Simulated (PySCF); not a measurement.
C2H13N3OSi3.
Atom-mapped SMILES: `[CH3:1][Si:2]1([CH3:3])[NH:4][SiH2:5][NH:6][Si@H:7]([OH:8])[NH:9]1`

Structure used (GFN2-xTB), in Å, numbered top down from 1:
```xyz
22
C2H13N3OSi3 angstrom
C     -2.6974   -0.7760   -0.4028
Si    -1.0108   -0.0429    0.0661
C     -1.1996    1.5799    1.0545
N     -0.1309   -1.2116    0.9994
Si     1.5539   -1.1244    1.3389
N      2.2220   -0.0964    0.1244
Si     1.6470    0.0938   -1.4928
O      2.3474    1.3835   -2.2017
N     -0.0640    0.2693   -1.3535
H     -3.2631   -0.0817   -1.0135
H     -2.5946   -1.7008   -0.9595
H     -3.2868   -0.9848    0.4829
H     -1.6239    2.3764    0.4501
H     -1.8369    1.4535    1.9248
H     -0.2259    1.9101    1.4029
H     -0.6503   -1.9406    1.4543
H      1.8526   -0.4683    2.6220
H      2.0764   -2.4979    1.3051
H      3.1880    0.1495    0.2609
H      2.0376   -0.9723   -2.4099
H      2.2053    2.2553   -1.8426
H     -0.5564    0.4458   -2.2117
```

Probes without a nucleus sit at each ring's centroid and 1 Å off its mean plane on both sides; NICS is minus the shielding there, NICSzz its component along the normal. Level: GIAO PBE0/pcSseg-1 (PySCF, non-relativistic, gas phase) on the GFN2-xTB geometry, one conformer.

Ring bond lengths (Å), with Mayer bond orders in brackets: Si2–N4 1.735 (0.91), N4–Si5 1.721 (0.98), Si5–N6 1.726 (0.94), N6–Si7 1.727 (0.93), Si7–N9 1.726 (0.96), N9–Si2 1.735 (0.92).

Q: Give the NICS values of each ring in ppm.

A: 
```csv
ring,type,NICS(0),"NICS(1), two faces","NICS(1)zz, two faces",rms pucker (Å),"centre to ring atoms, mean (Å)"
Si2–N4–Si5–N6–Si7–N9,6-membered ring with 3 N and 3 Si; formal bonds all single,-3.4,-1.6 / -1.5,3.2 / 2.9,0.24,1.68
```

Q: What can be read from them?

A: 
- Si2–N4–Si5–N6–Si7–N9: mean NICS(1)zz 3.1 ppm, deshielded. Si2, Si5, Si7 have four or more neighbours, so the value isn't read as a sign of a π ring current.

Q: What is the mean of the two in-plane components of NICS at the second NICS(1) probe listed for ring Si2–N4–Si5–N6–Si7–N9, 1 Å off the ring?

A: The isotropic value is a third of the trace: (3 × -1.5 − (2.9))/2 = -3.7 ppm.

Q: Give the inner angles of the rings and the Hirshfeld charges of the ring atoms.

A: 
- Si2–N4–Si5–N6–Si7–N9: Si2 106.5° (+0.458 e), N4 124.6° (-0.334 e), Si5 105.7° (+0.396 e), N6 126.6° (-0.333 e), Si7 105.4° (+0.451 e), N9 126.1° (-0.340 e); sum 694.9° against 720° for a flat convex ring.

Q: How shielded are the nuclei of the rings and their hydrogens (means over atoms taken as equivalent)?

A: 
```csv
atoms,environment,σ isotropic (ppm)
Si2,four-coordinate silicon,353.8
N4,nitrogen bridging silicon atoms,236.2
Si5,SiH2 silicon,387.0
N6,nitrogen bridging silicon atoms,231.8
Si7,oxygen-bound silicon,391.1
N9,nitrogen bridging silicon atoms,207.3
H16,N–H hydrogen,31.68
H17,Si–H hydrogen,26.30
H18,Si–H hydrogen,26.30
H19,N–H hydrogen,31.68
H20,Si–H hydrogen,26.80
H22,N–H hydrogen,30.98
```
